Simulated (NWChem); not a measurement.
System: C4H3FOS; SMILES Fc1cocc1S

Input file for NWChem:

```
start job
memory heap 200 mb stack 900 mb global 1100 mb
geometry units angstroms noautoz
  F      2.046601     0.292902     0.000000
  C      0.765666     0.612298     0.000000
  C      0.227532     1.863072     0.000000
  O     -1.115489     1.760167     0.000000
  C     -1.438581     0.450972     0.000000
  C     -0.313037    -0.326355     0.000000
  S     -0.090102    -2.065384     0.000000
  H      0.663184     2.857432     0.000000
  H     -2.498033     0.209578     0.000000
  H     -1.404587    -2.369620     0.000000
end
basis spherical
  * library def2-svp
end
dft
  xc xpbe96 cpbe96
  iterations 150
  mulliken
end
task dft energy
```

Excerpt of the output:

```
             Northwest Computational Chemistry Package (NWChem) 7.3.0
             --------------------------------------------------------

 CS  symmetry detected

                             Geometry "geometry" -> ""
                             -------------------------

 Output coordinates in angstroms (scale by  1.889725989 to convert to a.u.)

  No.       Tag          Charge          X              Y              Z
 ---- ---------------- ---------- -------------- -------------- --------------
    1 F                    9.0000     2.05372081     0.19728199     0.00000000
    2 C                    6.0000     0.78918256     0.57642749     0.00000000
    3 C                    6.0000     0.31032735     1.85107312     0.00000000
    4 O                    8.0000    -1.03604281     1.81129579     0.00000000
    5 C                    6.0000    -1.42020620     0.51870209     0.00000000
    6 C                    6.0000    -0.33237387    -0.31057916     0.00000000
    7 S                   16.0000    -0.19127936    -2.05815297     0.00000000
    8 H                    1.0000     0.79215476     2.82389727     0.00000000
    9 H                    1.0000    -2.48981755     0.32728326     0.00000000
   10 H                    1.0000    -1.51859137    -2.30037847     0.00000000

 Effective nuclear repulsion energy (a.u.)     347.2023131667

      Symmetry information
      --------------------

 Group name             Cs
 Group number              2
 Group order               2
 No. of unique centers    10

  pbe96 is a nonlocal functional; adding pw91lda local functional.

                                 NWChem DFT Module
                                 -----------------

 Summary of "ao basis" -> "ao basis" (spherical)
 ------------------------------------------------------------------------------
       Tag                 Description            Shells   Functions and Types
 ---------------- ------------------------------  ------  ---------------------
 F                          def2-svp                 6       14   3s2p1d
 C                          def2-svp                 6       14   3s2p1d
 O                          def2-svp                 6       14   3s2p1d
 S                          def2-svp                 8       18   4s3p1d
 H                          def2-svp                 3        5   2s1p

      Symmetry analysis of basis
      --------------------------

        a'         85
        a"         32

            General Information
            -------------------
          SCF calculation type: DFT
          Wavefunction type:  closed shell.
          No. of atoms     :    10
          No. of electrons :    60
           Alpha electrons :    30
            Beta electrons :    30
          Charge           :     0
          Spin multiplicity:     1
          Use of symmetry is: on ; symmetry adaption is: on
          Maximum number of iterations: 150
          AO basis - number of functions:   117
                     number of shells:    53
          Convergence on energy requested:  1.00D-06
          Convergence on density requested:  1.00D-05
          Convergence on gradient requested:  5.00D-04

              XC Information
              --------------
          PerdewBurkeErnzerhof Exchange Functional  1.000
            Perdew 1991 LDA Correlation Functional  1.000 local
           PerdewBurkeErnz. Correlation Functional  1.000 non-local

             Grid Information
             ----------------
          Grid used for XC integration:  medium
          Radial quadrature: Mura-Knowles
          Angular quadrature: Lebedev.
          Tag              B.-S. Rad. Rad. Pts. Rad. Cut. Ang. Pts.
          ---              ---------- --------- --------- ---------
          F                   0.50       49          11.0       434
          C                   0.70       49          11.0       434
          O                   0.60       49          11.0       434
          S                   1.00       88          12.0       590
          H                   0.35       45          13.0       434
          Grid pruning is: on
          Number of quadrature shells:   517
          Spatial weights used:  Erf1

      Superposition of Atomic Density Guess
      -------------------------------------

 Sum of atomic energies:        -723.32806283

      Non-variational initial energy
      ------------------------------

 Total energy =    -727.192606
 1-e energy   =   -1685.679299
 2-e energy   =     611.284380
 HOMO         =      -0.205393
 LUMO         =       0.044789

      Symmetry analysis of molecular orbitals - initial
      -------------------------------------------------

  Numbering of irreducible representations:

     1 a'          2 a"

  Orbital symmetries:

     1 a'          2 a'          3 a'          4 a'          5 a'
     6 a'          7 a'          8 a'          9 a'         10 a'
    11 a"         12 a'         13 a'         14 a'         15 a'
    16 a'         17 a'         18 a'         19 a'         20 a"
    21 a'         22 a'         23 a"         24 a'         25 a'
    26 a'         27 a"         28 a'         29 a"         30 a"
    31 a"         32 a'         33 a'         34 a"         35 a'
    36 a'         37 a'         38 a'         39 a'         40 a'

     ---------------------------------------------
      Total Density - Mulliken Population Analysis
     ---------------------------------------------

    Atom       Charge   Shell Charges
 -----------   ------   -------------------------------------------------------
    1 F    9     9.35   1.99  1.14  0.76  3.42  2.03  0.01
    2 C    6     5.53   1.99  0.92  0.17  1.75  0.62  0.08
    3 C    6     5.94   1.99  0.94  0.32  1.89  0.75  0.06
    4 O    8     8.38   1.99  1.09  0.64  2.88  1.76  0.02
    5 C    6     5.84   1.99  0.94  0.31  1.85  0.70  0.06
    6 C    6     6.20   1.99  0.97  0.13  1.93  1.13  0.05
    7 S   16    16.10   2.00  1.99  1.19  0.62  5.94  1.76  2.55  0.05
    8 H    1     0.92   0.67  0.23  0.02
    9 H    1     0.93   0.67  0.23  0.02
   10 H    1     0.81   0.59  0.19  0.03

   convergence    iter        energy       DeltaE   RMS-Dens  Diis-err
 ---------------- ----- ----------------- --------- --------- ---------
 d= 0,ls=0.0,diis     1   -726.4403231106 -1.07D+03  1.46D-02  9.39D-01
 d= 0,ls=0.0,diis     2   -726.3912417116  4.91D-02  9.29D-03  1.49D+00
 d= 0,ls=0.0,diis     3   -726.5169471773 -1.26D-01  3.57D-03  2.65D-01
 d= 0,ls=0.0,diis     4   -726.5358109648 -1.89D-02  1.99D-03  5.86D-02
 d= 0,ls=0.0,diis     5   -726.5421736981 -6.36D-03  6.45D-04  7.75D-03
  Resetting Diis
 d= 0,ls=0.0,diis     6   -726.5430303253 -8.57D-04  1.59D-04  2.32D-04
 d= 0,ls=0.0,diis     7   -726.5430567028 -2.64D-05  1.37D-04  3.33D-05
 d= 0,ls=0.0,diis     8   -726.5430435040  1.32D-05  9.00D-05  1.30D-04
 d= 0,ls=0.0,diis     9   -726.5430609899 -1.75D-05  1.33D-05  2.49D-06
 d= 0,ls=0.0,diis    10   -726.5430613200 -3.30D-07  2.93D-06  2.11D-07

         Total DFT energy =     -726.543061319967
      One electron energy =    -1688.825326095387
           Coulomb energy =      682.073929597501
    Exchange-Corr. energy =      -66.993977988824
 Nuclear repulsion energy =      347.202313166742

 Numeric. integr. density =       59.999987214572

                  Occupations of the irreducible representations
                  ----------------------------------------------

                     irrep           alpha         beta
                     --------     --------     --------
                     a'               24.0         24.0
                     a"                6.0          6.0

                       DFT Final Molecular Orbital Analysis
                       ------------------------------------

 Vector   28  Occ=2.000000D+00  E=-2.902309D-01  Symmetry=a"
              MO Center= -2.7D-01, -5.6D-01,  8.1D-16, r^2= 3.1D+00
   Bfn.  Coefficient  Atom+Function         Bfn.  Coefficient  Atom+Function
  ----- ------------  ---------------      ----- ------------  ---------------
    76      0.359156   6 C  pz               97      0.339169   7 S  pz
    94      0.277118   7 S  pz               48     -0.251128   4 O  pz
    79      0.250687   6 C  pz               51     -0.178446   4 O  pz
     6      0.160394   1 F  pz               91      0.157949   7 S  pz
    62      0.116100   5 C  pz                9     -0.111728   1 F  pz

 Vector   29  Occ=2.000000D+00  E=-2.149008D-01  Symmetry=a"
              MO Center=  3.4D-01,  7.4D-01, -2.4D-15, r^2= 3.2D+00
   Bfn.  Coefficient  Atom+Function         Bfn.  Coefficient  Atom+Function
  ----- ------------  ---------------      ----- ------------  ---------------
    20      0.370006   2 C  pz               34      0.352891   3 C  pz
     6      0.268035   1 F  pz               37      0.249621   3 C  pz
    97     -0.236157   7 S  pz               48     -0.221471   4 O  pz
     9     -0.205487   1 F  pz               23      0.196784   2 C  pz
    62     -0.182966   5 C  pz               51     -0.171290   4 O  pz

 Vector   30  Occ=2.000000D+00  E=-1.926981D-01  Symmetry=a"
              MO Center= -5.5D-01, -6.2D-01,  1.7D-14, r^2= 3.8D+00
   Bfn.  Coefficient  Atom+Function         Bfn.  Coefficient  Atom+Function
  ----- ------------  ---------------      ----- ------------  ---------------
    97      0.497549   7 S  pz               62     -0.351082   5 C  pz
    94      0.332500   7 S  pz               65     -0.249762   5 C  pz
    76     -0.229935   6 C  pz               34      0.214520   3 C  pz
    91      0.187957   7 S  pz               37      0.170029   3 C  pz
    79     -0.149296   6 C  pz               48      0.141238   4 O  pz

[...]
```

Level: PBE/def2-SVP. Geometry: optimised at PBE0/def2-SVP.
